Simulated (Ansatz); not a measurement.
## Ansatz (development build ahead of 0.2.0) run

```yaml
crystal:
  periodic: [false, false, false]
  atoms:
    - { symbol: Ti, position_ang: [0.0, 0.0, 0.0] }
basis:
  gaussian: { orbitals: def2-SVP }
magnetization:
  initial_magnetization: 2
hamiltonian:
  xc: hf
correlation:
  method: mp2
  frozen_orbitals: { Ti: 5 }
```

The input is written out in the form of the current development build from the run's settings. Correlation on restricted open-shell orbitals is semicanonical, with singles.

Output:

* Converged: yes
* Reference energy: -848.28419 hartree
* Correlation energy: -0.17182 hartree
* Total energy: -848.45602 hartree
* Spin squared of the determinant: 2.000
